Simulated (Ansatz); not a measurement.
Geometry optimisation, Ansatz 0.2.0, DFT r2SCAN, scalar-relativistic, plane waves, PAW.

Input:

```yaml
crystal:
  lattice:
    - [6.42, 0.0, 0.0]
    - [-4.815, 8.339825, 0.0]
    - [0.0, 0.0, 5.21304]
  atoms:
    - { symbol: Mg, position: [0.0, 0.0, 0.0] }
    - { symbol: Mg, position: [0.16666666, 0.22222221, 0.5] }
    - { symbol: Mg, position: [-1.0e-08, 0.33333332, 0.0] }
    - { symbol: Mg, position: [0.16666665, 0.55555553, 0.5] }
    - { symbol: Mg, position: [-2.0e-08, 0.66666664, 0.0] }
    - { symbol: Mg, position: [0.16666664, 0.88888885, 0.5] }
    - { symbol: Mg, position: [0.5, 0.0, 0.0] }
    - { symbol: Mg, position: [0.66666666, 0.22222221, 0.5] }
    - { symbol: Mg, position: [0.49999999, 0.33333332, 0.0] }
    - { symbol: Mg, position: [0.66666665, 0.55555553, 0.5] }
    - { symbol: Mg, position: [0.49999998, 0.66666664, 0.0] }
    - { symbol: Mg, position: [0.66666664, 0.88888885, 0.5] }
    - { symbol: O, position: [0.32969474, 0.10611772, 0.24770947] }
basis:
  ecutwfc: 500.0
kpoints:
  mp_grid: { grid: [3, 2, 3] }
hamiltonian:
  xc: r2scan
scf:
  occupations: { method: fermi_dirac, width: 0.15 }
  lower_state_search: "off"
relax:
  f_tol: 0.03
  max_steps: 60
  adjacent_minimum: "off"
output:
  write_density: true
  write_potential: true
  elf: true
  volumetric_format: npy
```

Command:

```bash
$ ansatz run input.yaml --threads 4 --pin off --max-ram 10240MiB --backend cpu --events-out ev --progress --plain --runs-dir out
```

Problem. Where does it end, and by what steps?

Solution. The run converged. Limits of this set-up: coarse k mesh. After 3 steps the energy has fallen by 0.154 eV; Mg9 moved furthest, 0.08 Å.

| step | energy less start (eV) | largest force component (eV/Å) | accepted |
| --- | --- | --- | --- |
| 0 | 0.0000 | 0.451 | yes |
| 1 | -0.1493 | 0.100 | yes |
| 2 | -0.1532 | 0.061 | yes |
| 3 | -0.1545 | 0.028 | yes |

```xyz
13
Lattice="6.4200 0.0000 0.0000 -4.8150 8.3398 0.0000 0.0000 0.0000 5.2130" Properties=species:S:1:pos:R:3
Mg 0.058 0.015 0.050
Mg 0.047 1.820 2.570
Mg -1.597 2.829 -0.052
Mg -1.588 4.625 2.564
Mg -3.189 5.523 -0.003
Mg -3.197 7.482 2.572
Mg 3.164 0.028 0.037
Mg 3.154 1.834 2.556
Mg 1.592 2.704 0.030
Mg 1.581 4.659 2.601
Mg -0.019 5.561 0.041
Mg -0.009 7.361 2.662
O 1.607 0.924 1.303
```

Run time: 56 s on 4 threads of Intel(R) Xeon(R) Platinum 8259CL CPU @ 2.50GHz (Skylake/Cascade Lake), with other jobs on the host, peak memory 1.5 GiB.
